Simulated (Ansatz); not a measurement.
`O[Si](F)(F)Br` + HCl → `F[Si](F)(Cl)Br` + H₂O at 700 K and 1 bar (ligand exchange at the Si–O bond).

Program: Ansatz. Geometries: PBE0-D4/def2-TZVP. ΔE: electronic, gas phase. CCSD(T)/CBS is the MP2 limit (def2-TZVPP, def2-QZVPP) plus CCSD(T) − MP2 in def2-TZVPP, frozen cores. This one scheme is used for every species. For Br outer-core shells are correlated without core-valence functions, which leaves a few kJ/mol of doubt a bond. Scalar relativity is left out up to krypton. Each species was taken in one conformer, which may not be the lowest.

```csv
species,CCSD(T)/CBS energy (Eh),H − E (kJ/mol),S (J/(mol·K))
`O[Si](F)(F)Br`,-3138.00572,118.5,430.4
HCl,-460.38127,38.4,211.8
`F[Si](F)(Cl)Br`,-3522.00110,80.9,420.7
H₂O,-76.37941,80.5,218.4
```

H − E and S are ideal-gas, rigid-rotor, harmonic terms from PBE0-D4/def2-TZVP, for one conformer and one mirror image of each species. 1 Eh = 2625.50 kJ/mol, R = 8.31446 J/(mol·K).

Problem. By hand: ΔE, ΔH, ΔS and ΔG.

Solution. ΔE = (-3522.00110) + (-76.37941) − (-3138.00572) − (-460.38127) = 0.00648 Eh = 17.0 kJ/mol. Δ(H − E) = 80.9 + 80.5 − 118.5 − 38.4 = 4.5, so ΔH = 21.5 kJ/mol. ΔS = 420.7 + 218.4 − 430.4 − 211.8 = -3.1 J/(mol·K). ΔG = 21.5 − 700 × (-3.1)/1000 = 23.7 kJ/mol.

Problem. By hand: the equilibrium constant, and the temperature at which ΔG would vanish if ΔH and ΔS stayed fixed.

Solution. log₁₀ K = −ΔG/(RT ln 10) = -1.8. ΔH and −TΔS have one sign here, so there is no such temperature. One of them is within its doubt of zero, so this could turn.

The number of gas molecules stays the same, so ΔS is small and ΔH decides. A doubt of 5 kJ/mol in ΔE shifts log₁₀ K by 0.4 here. Other conformers and mirror images would add mixing entropy, several J/(mol·K) or more a flexible species. These are equilibria of isolated gas molecules and say nothing of rates. Largest T1 diagnostic: 0.010 (customary marks: 0.02 for closed shells, 0.045 for open ones).
